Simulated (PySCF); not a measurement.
## C5H9F3Ge: core ionisation energies

Species: C5H9F3Ge.
Geometry (PBE0-D3(BJ)/def2-SVP, Å), atoms numbered from 1 in this order:
```xyz
18
C5H9F3Ge angstrom
F      2.385   -0.723   -1.068
C      2.173   -0.028    0.056
F      2.739   -0.714    1.057
F      2.841    1.124   -0.060
C      0.699    0.202    0.308
C     -0.075   -1.119    0.433
C     -1.563   -0.820    0.628
Ge    -1.874    0.747   -0.529
C      0.055    1.078   -0.772
H      0.656    0.726    1.279
H      0.336   -1.733    1.250
H      0.076   -1.692   -0.499
H     -2.199   -1.682    0.385
H     -1.775   -0.539    1.672
H     -2.608    1.897    0.186
H     -2.594    0.427   -1.852
H      0.353    0.725   -1.773
H      0.346    2.133   -0.687
```

Level of theory: PySCF, delta-SCF UKS SCAN, pcX-2 on the ionised atom, pcseg-1 elsewhere, spin-free X2C. Each binding energy is the total energy of the core-ionised species, with the hole localised on one atom, minus that of the ground state; both are solved self-consistently, so orbital relaxation is included.

Problem. List the computed XPS lines with their assignment.

Solution. 
| atom(s) | bonded to | level | binding energy (eV) | above the level's lowest (eV) | count |
| --- | --- | --- | --- | --- | --- |
| F1/F3/F4 | C | F 1s | 693.68 | 0.00 | 3 |
| C2 | 3 F and C | C 1s | 297.82 | +7.47 | 1 |
| C5 | 3 C and H | C 1s | 291.40 | +1.05 | 1 |
| C6 | 2 C and 2 H | C 1s | 290.95 | +0.60 | 1 |
| C7 | C, 2 H and Ge | C 1s | 290.35 | 0.00 | 1 |
| C9 | C, 2 H and Ge | C 1s | 290.39 | +0.04 | 1 |

Lowest listed C 1s: C7, bonded to C, 2 H and Ge. Highest, 7.47 eV above it: C2, bonded to 3 F and C. The values 290.35 and 290.39 eV lie too close for their order to be trusted.

Problem. What is the longest wavelength that can ionise C 1s of C2 vertically?

Solution. λ = hc/E = 12398.42 eV Å / 297.82 eV = 41.631 Å.

Problem. What is the C 1s shift of C6 against C9?

Solution. 290.95 − 290.39 = +0.56 eV, or +54 kJ/mol.

Topologically equivalent atoms share the value of their first member; where this conformer doesn't relate them by symmetry, their own values could differ. No level of germanium is listed. Geometry: PBE0-D3(BJ)/def2-SVP, one conformer, isolated molecule.
